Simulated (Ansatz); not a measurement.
A structure relaxed at r2SCAN-D4/def2-SVP in Ansatz, charge 0, singlet:

```tsv
atom	x (Å)	y (Å)	z (Å)
Mg1	-1.2324	-1.6763	-0.6663
Mg2	0.2010	1.6347	1.4353
Mg3	1.4513	-0.8325	0.3180
Mg4	0.0626	0.8918	-1.4487
H5	0.1673	2.3530	-0.3955
H6	1.7052	0.0688	-1.2719
H7	-0.4174	-0.0177	0.3112
H8	-2.6740	-2.5434	-0.3737
H9	-0.5262	2.4193	2.7674
H10	1.7309	0.4096	1.5966
H11	-1.0164	-0.3828	-2.1310
H12	0.5481	-2.3247	-0.1414
```

Give its formula and point group.

the cluster Mg₄H₈. Point group C2v (tolerance 0.1 Å).

Summarise the bond lengths by kind (pairs closer than 1.2 times the sum of covalent radii, bridged metal pairs left out).

14 × H–Mg 1.71 to 2.04 Å.

The structure comes from a short search, and lower isomers may exist.
